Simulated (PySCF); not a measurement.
## A scan of OsH with bad points

r²SCAN; PySCF, scalar-relativistic core potentials, basis sets H def2-TZVPP, Os def2-TZVPP with ECP60; quartet, unpaired electrons π ↑, δ ↑↑ requested.

```
R (Å)  E (eV)  ⟨S²⟩  ⟨Lz²⟩  μ (D)
1.364   0.661  3.77   2.15   1.17
1.427   0.306  3.77   2.23   1.23
1.491   0.101  3.77   2.31   1.29
1.538   0.024  3.77   2.37   1.33
1.586   0.000  3.77   2.42   1.37
1.634   0.018  3.77   2.46   1.41
1.697  11.896  4.73   8.95   1.24
1.776   0.246  3.78   2.60   1.53
1.871   0.489  3.79   2.67   1.61
1.998   0.865  3.80   2.77   1.69
```

The run flagged 1.697 Å: there the SCF either missed its threshold or ended in another occupation than the one requested, so the fit leaves that out.
